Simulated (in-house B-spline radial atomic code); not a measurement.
A calculation on the sulfur ion S²⁺ (an excited or competing configuration): its settings, and results tabulated from the run. All numbers are computed (non-relativistic Hartree-Fock, spin-polarised, averaged over the determinants with the given up and down occupations; point nucleus) with a radial B-spline atomic code at the basis-set limit, not measured.

Command:
```bash
python run_scf.py task.json out
```
Settings:
```
Z                16
configuration    [Ne] 3s2 3p1 4s1
hamiltonian      nr
method           hf
spin_polarised   True
```

Output (hartree, bohr):
```
 radial grid: 50 intervals, B-splines of order 8, outer radius 38.5185 bohr

 iter        energy (Eh)    residual
    1       -394.5294877    2.70e-01
    2       -395.6297844    6.30e-02
    3       -395.6686994    2.37e-02
    4       -395.6749437    9.02e-03
    5       -395.6762389    2.21e-03
    6       -395.6763091    3.67e-04
    7       -395.6763124    6.80e-05
    8       -395.6763125    1.24e-05
    9       -395.6763125    1.39e-06
   10       -395.6763125    1.49e-07

 total energy                     -395.676312
 kinetic                            395.67631
 electron-nucleus                  -926.83392
 electron-electron                  135.48130

 orbital      occ     eigenvalue          <r>       <r^2>       <1/r>       <r^4>       r_max
 1s up      1.000      -93.29205    0.0971401   0.0126831     15.5675 0.000415959     0.06375
 1s down    1.000      -93.27334    0.0971297   0.0126798     15.5686 0.000415688     0.06375
 2s up      1.000      -10.24921      0.47429    0.266716     3.08333    0.127128      0.3875
 2s down    1.000      -10.22783     0.474414      0.2667     3.08036    0.126661      0.3879
 2p up      3.000       -7.92176     0.440058    0.240944     2.96015    0.123261       0.327
 2p down    3.000       -7.89374     0.440359    0.241062     2.95696    0.122655      0.3275
 3s up      1.000       -1.90651      1.53262     2.67747      0.8838     11.1375        1.34
 3s down    1.000       -1.76148      1.55327     2.75512    0.870843     11.8982       1.348
 3p up      1.000       -1.43844      1.69956      3.3407    0.784989     18.2681       1.455
 4s up      1.000       -0.59967      3.86587     16.6735    0.336339     393.926        3.57

 Slater integrals (Eh)
   F0(3p up,3p up)               0.530532
   F2(3p up,3p up)               0.273381
   F0(3p up,4s up)               0.287562
   G1(3p up,4s up)               0.025430
   F0(4s up,4s up)               0.232347
```

Run time, properties included: 0.12 s on 1 thread of Arm Neoverse V1, with other jobs on the host.
